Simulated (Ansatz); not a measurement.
Cartesian coordinates in Å:
```
Cl -0.007 1.883 2.137
B -0.103 0.817 0.763
C 0.548 -0.534 0.289
C -0.379 -0.241 -0.897
O -0.896 1.002 -0.326
H 1.614 -0.521 0.064
H 0.308 -1.430 0.861
H 0.115 -0.031 -1.846
H -1.199 -0.945 -1.045
```

Total charge 0; spin multiplicity 1.

List the ωB97M-V/def2-TZVPP orbital energies in eV (Ansatz 0.2.0). (Estimate.)

Computed: Occupied: -2771.96, -526.77, -283.34, -281.34, -262.38, -199.84, -199.74, -199.71, -189.55, -32.35, -26.09, -23.87, -20.60, -16.77, -16.66, -16.07, -14.79, -13.37, -12.63, -12.16, -12.04, -11.24, -10.92. Lowest empty: 2.09, 2.17, 3.18, 3.30, 3.51, 4.57, 5.23, 5.33.
